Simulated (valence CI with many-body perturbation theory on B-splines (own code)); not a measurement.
## Re⁺: E2, M1 decay

Calculated by relativistic CI+MBPT: six valence electrons over a frozen Dirac-Fock core [Xe] 4f14, radial functions for each j: 7 s, 7 p, 8 d, 6 f, 4 g, 1 h, with the one-electron correlation potential Σ1 (screened to all orders), the two-electron term Σ2, the three-electron term Σ3, Breit, model QED; selected single and double excitations, second order for the rest, scaled by the run's own slope (own B-spline code, finite nucleus).

Against 7 measured levels this calculation errs by 461 cm⁻¹ on average and by 605 at most. These come from a selection out of the NIST Handbook of Basic Atomic Spectroscopic Data. Levels without a partner in it may be off by more, other configurations by 1,000 to 4,000 cm⁻¹. Among the levels kept, up to 2300 cm⁻¹ of a level comes from second order outside the variational space, and about a tenth of that is noise between levels of different J, which matters for small intervals. Only levels of the ground parity were solved; by the run's estimate the other parity begins above the list, which can be wrong where configurations are misplaced. 1 measured level below the end of the list, from 13777 cm⁻¹ on, found no clear computed partner.

Lines 51 to 94 of 94 in falling wavelength, among levels below 27918 cm⁻¹, chosen from the decays that carry over 1 % of a level's rate. Wavelengths and rates use the calculated energies, so an error of 500 cm⁻¹ moves a line at 661.6 nm by 3.3 % and its rate by three times that or more. Electric multipoles are in the length gauge, E1 and E2 with the static RPA response of the core. S is in atomic units (e²a₀⁴ for E2 and M2, e²a₀⁶ for E3), for M1 in squared Bohr magnetons. Weak lines are less certain than strong ones. Lines between different terms over intervals too small for the method are left out, as are lines whose strength nearly cancels and 3 of this kind that miss the measured wavelength by over 7 %. Where a level lies close to another of its J and parity, the split of strength between their lines is uncertain. The highest levels of a list are the least certain.

Names give the largest LS component (configuration and term), which can be under half, so a name can repeat, a term be missing and a line seem to break the LS rules; names also repeat where a configuration has a term twice. Letters in brackets count levels of one name in rising energy.

| λ vac (nm) | λ from measured levels | Upper | Lower | Type | A (s⁻¹) | S (a.u.) |
| --- | --- | --- | --- | --- | --- | --- |
| 1068 |  | 5d⁵6s ⁵P_2 | 5d⁵6s ⁵D_2 | M1 | 2.67e-01 | 6.04e-02 |
| 1063 |  | 5d⁶ ³F_4 | 5d⁶ ⁵D_4 | M1 | 4.77e-01 | 1.91e-01 |
| 1057 |  | 5d⁵6s ⁵P_1 | 5d⁴6s² ⁵D_1 | M1 | 9.31e-01 | 1.22e-01 |
| 1040 |  | 5d⁶ ⁵D_1 | 5d⁵6s ⁵S_2 | M1 | 1.41e+00 | 1.77e-01 |
| 1040 |  | 5d⁶ ⁵D_1 | 5d⁵6s ⁵S_2 | E2 | 5.56e-02 | 1.81e+01 |
| 1034 |  | 5d⁵6s ³D_1 | 5d⁴6s² ⁵D_0 [a] | M1 | 1.18e+00 | 1.46e-01 |
| 1020 |  | 5d⁵6s ⁵P_1 | 5d⁵6s ⁵D_2 | M1 | 2.43e-01 | 2.87e-02 |
| 1020 |  | 5d⁵6s ⁵P_1 | 5d⁵6s ⁵D_2 | E2 | 3.33e-02 | 9.87e+00 |
| 1006 |  | 5d⁶ ⁵D_3 | 5d⁵6s ⁵D_3 | M1 | 1.37e-01 | 3.60e-02 |
| 1002 |  | 5d⁶ ⁵D_2 | 5d⁵6s ⁵S_2 | M1 | 2.45e-01 | 4.56e-02 |
| 1002 |  | 5d⁶ ⁵D_2 | 5d⁵6s ⁵S_2 | E2 | 8.00e-02 | 3.61e+01 |
| 989.9 |  | 5d⁶ ⁵D_3 | 5d⁶ ⁵D_4 | M1 | 1.59e+00 | 4.00e-01 |
| 964.6 |  | 5d⁵6s ⁵P_1 | 5d⁴6s² ⁵D_0 [a] | M1 | 3.74e-01 | 3.74e-02 |
| 954.3 |  | 5d⁵6s ³G_3 | 5d⁵6s ⁵D_3 | M1 | 1.95e-01 | 4.39e-02 |
| 929.8 |  | 5d⁴6s² ⁵D_0 [b] | 5d⁴6s² ⁵D_1 | M1 | 2.17e-01 | 6.46e-03 |
| 901.4 |  | 5d⁴6s² ⁵D_0 [b] | 5d⁵6s ⁵D_2 | E2 | 9.68e-02 | 5.14e+00 |
| 880.8 |  | 5d⁵6s ³G_4 | 5d⁵6s ⁵D_3 | M1 | 8.36e-02 | 1.91e-02 |
| 880.4 |  | 5d⁵6s ³G_5 | 5d⁶ ⁵D_4 | E2 | 1.77e-02 | 9.21e+00 |
| 880.4 |  | 5d⁵6s ³G_5 | 5d⁶ ⁵D_4 | M1 | 3.84e-03 | 1.07e-03 |
| 868.8 |  | 5d⁵6s ³G_4 | 5d⁶ ⁵D_4 | M1 | 2.05e-01 | 4.49e-02 |
| 839.7 |  | 5d⁵6s ³G_4 | 5d⁵6s ⁵D_2 | E2 | 1.63e-02 | 5.45e+00 |
| 830.2 |  | 5d⁶ ⁵D_2 | 5d⁵6s ⁵D_3 | M1 | 2.13e-01 | 2.25e-02 |
| 817.4 |  | 5d⁶ ⁵D_1 | 5d⁵6s ⁵D_2 | M1 | 1.64e+00 | 9.97e-02 |
| 817.4 |  | 5d⁶ ⁵D_1 | 5d⁵6s ⁵D_2 | E2 | 4.39e-02 | 4.29e+00 |
| 815.6 |  | 5d⁶ ⁵D_2 | 5d⁴6s² ⁵D_1 | M1 | 6.82e-01 | 6.86e-02 |
| 793.6 |  | 5d⁶ ⁵D_2 | 5d⁵6s ⁵D_2 | M1 | 7.61e-01 | 7.05e-02 |
| 781.2 |  | 5d⁶ ⁵D_1 | 5d⁴6s² ⁵D_0 [a] | M1 | 2.78e-01 | 1.47e-02 |
| 679.5 |  | 5d⁵6s ⁵D_2 | 5d⁵6s ⁷S_3 | M1 | 1.14e+00 | 6.64e-02 |
| 679.5 |  | 5d⁵6s ⁵D_2 | 5d⁵6s ⁷S_3 | E2 | 1.46e-02 | 9.42e-01 |
| 664.2 |  | 5d⁴6s² ⁵D_1 | 5d⁵6s ⁷S_3 | E2 | 7.88e-03 | 2.73e-01 |
| 661.6 | 671.9 | 5d⁶ ⁵D_4 | 5d⁵6s ⁷S_3 | M1 | 9.89e-02 | 9.56e-03 |
| 661.6 | 671.9 | 5d⁶ ⁵D_4 | 5d⁵6s ⁷S_3 | E2 | 3.13e-02 | 3.19e+00 |
| 654.8 |  | 5d⁵6s ⁵D_3 | 5d⁵6s ⁷S_3 | M1 | 2.14e+00 | 1.56e-01 |
| 654.8 |  | 5d⁵6s ⁵D_3 | 5d⁵6s ⁷S_3 | E2 | 3.01e-02 | 2.26e+00 |
| 576.8 | 580.6 | 5d⁵6s ⁵S_2 | 5d⁵6s ⁷S_3 | E2 | 6.78e-03 | 1.93e-01 |
| 514.9 | 530.6 | 5d⁵6s ⁵G_2 | 5d⁵6s ⁷S_3 | M1 | 8.12e-03 | 2.06e-04 |
| 506.5 | 522.5 | 5d⁵6s ⁵G_3 [a] | 5d⁵6s ⁷S_3 | M1 | 1.98e+00 | 6.66e-02 |
| 475.9 | 488.7 | 5d⁵6s ⁵G_4 | 5d⁵6s ⁷S_3 | M1 | 2.57e-02 | 9.24e-04 |
| 449.3 |  | 5d⁵6s ⁵G_3 [b] | 5d⁵6s ⁷S_3 | M1 | 9.73e+00 | 2.29e-01 |
| 415.3 |  | 5d⁵6s ⁵P_2 | 5d⁵6s ⁷S_3 | M1 | 1.51e+01 | 2.00e-01 |
| 407.9 |  | 5d⁶ ³F_4 | 5d⁵6s ⁷S_3 | M1 | 1.28e-01 | 2.91e-03 |
| 396.6 |  | 5d⁶ ⁵D_3 | 5d⁵6s ⁷S_3 | M1 | 3.00e+00 | 4.86e-02 |
| 388.4 |  | 5d⁵6s ³G_3 | 5d⁵6s ⁷S_3 | M1 | 2.27e+00 | 3.45e-02 |
| 366.1 |  | 5d⁶ ⁵D_2 | 5d⁵6s ⁷S_3 | M1 | 1.32e+00 | 1.20e-02 |
